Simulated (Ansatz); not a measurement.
## Energy profile

The step: Si₂H₆ ([SiH3][SiH3]) + NH₃ + NH₃ → Si₂NH₇ ([NH2][SiH2][SiH3]) + NH₃ + H₂; bonds formed: Si1–N7, H2–H8, H6–N9; bonds broken: Si1–H2, H6–N7, H8–N9 (atoms numbered as in the saddle structure below).

```xyz
16
angstrom
Si -1.2428 -0.4725 -0.9106
H 1.3098 -0.7721 -0.5820
H -2.6052 -0.0982 -1.4174
H -1.2290 -1.9546 -0.7642
Si 0.7481 0.4684 -1.7127
H -0.2075 0.0077 1.4199
N -1.3567 0.0676 0.8619
H 1.3942 -0.4197 0.7835
N 1.0592 -0.0894 1.7467
H 1.5450 -0.2833 -2.7339
H 1.3360 1.4681 -0.7415
H 0.1488 1.5245 -2.6688
H -2.0382 -0.4770 1.3813
H -1.6652 1.0349 0.9068
H 1.2901 -0.7876 2.4431
H 1.5133 0.7830 1.9880
```

Electronic energies by CCSD(T) at an estimated basis limit (MP2 extrapolated from triple and quadruple zeta, plus CCSD(T) − MP2 in triple zeta), on PBE0-D4/def2-TZVP structures; Si$_{2}$N$_{2}$H$_{12}$, closed shell; no counterpoise correction. Ansatz 0.2.0; basis: def2-TZVPP and def2-QZVPP; cores frozen in the correlated methods. Extrapolation: Hartree–Fock as exp(−7.88 √X), correlation as X^−2.97.

(1) Give the profile in kcal/mol, counted from the separated reactants. (An estimate is asked for; the value comes from the calculation.)

No T1 diagnostic of these runs exceeds 0.013.

Answers

(1) By the calculation:
```
                                                                                                                                                                               point  kcal/mol
     separated: Si$_{2}$H$_{6}$ (linked as [SiH3][SiH3]; Si1, H2, H3, H4, Si5, H10, H11, H12; singlet) + NH$_{3}$ (H6, N7, H13, H14; singlet) + NH$_{3}$ (H8, N9, H15, H16; singlet)      0.00
                                                                                                                                                                     start structure     -7.89
                                                                                                                                                                              saddle     40.00
                                                                                                                                                                       end structure     -7.63
separated: Si$_{2}$NH$_{7}$ (linked as [NH2][SiH2][SiH3]; Si1, H3, H4, Si5, N7, H10, H11, H12, H13, H14; singlet) + H$_{2}$ (H2, H8; singlet) + NH$_{3}$ (H6, N9, H15, H16; singlet)     -3.78
```

For scale, one of the runs: CCSD(T)/def2-TZVPP, 314 basis functions, launched by `ansatz run in.yaml --threads 8 --pin off --events-out ev --progress --plain --max-ram 19148MiB`. Hardware: 8 CPU threads of an AMD EPYC 7R43, shared host. Wall time 2 min; peak host memory 12 GiB.
